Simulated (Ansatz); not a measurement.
Consider the substitution at a C–O bond: `[SiH3]C#C[O][GeH3]` + H–F → `FC#C[SiH3]` + `[OH][GeH3]`.

Gas-phase electronic energies from Ansatz, PBE0-D4/def2-TZVP geometries. CCSD(T)/CBS adds triple-zeta CCSD(T) − MP2 to the extrapolated MP2 energy (def2 sets, frozen cores). This one scheme is used for every species. Functionals use def2-TZVPP. B3LYP here is the variant with VWN-RPA as its local correlation; programs differ in this. For Ge outer-core shells are correlated without core-valence functions, which leaves a few kJ/mol of doubt a bond. Scalar relativity is left out up to krypton.

```json
{"level": "r2SCAN-D4", "ΔE (eV)": "0.69"}
{"level": "B3LYP-D4", "ΔE (eV)": "0.71"}
{"level": "B2PLYP", "ΔE (eV)": "0.68"}
{"level": "PBE0", "ΔE (eV)": "0.67"}
{"level": "CCSD/def2-TZVPP", "ΔE (eV)": "0.69"}
{"level": "MP2/def2-QZVPP", "ΔE (eV)": "0.80"}
{"level": "MP2/CBS(def2)", "ΔE (eV)": "0.81"}
{"level": "CCSD/CBS(def2)", "ΔE (eV)": "0.71"}
```

What does CCSD(T)/CBS give? (Best estimate.)

The calculation gave: +0.73 eV. The listed levels differ from it by -0.04, -0.02, -0.05, -0.06, -0.04, 0.07, 0.08, -0.02 eV.

Largest T1 diagnostic among the species: 0.013.

From PBE to PBE0 (25 % exact exchange), in def2-TZVPP and without D4, ΔE moves by +0.04 eV. The D4 term adds +0.08 eV with B3LYP and +0.05 eV with PBE0; it sums over pairs of atoms, weighted by their polarisabilities, and B3LYP, whose exchange is more repulsive, gets the larger term.
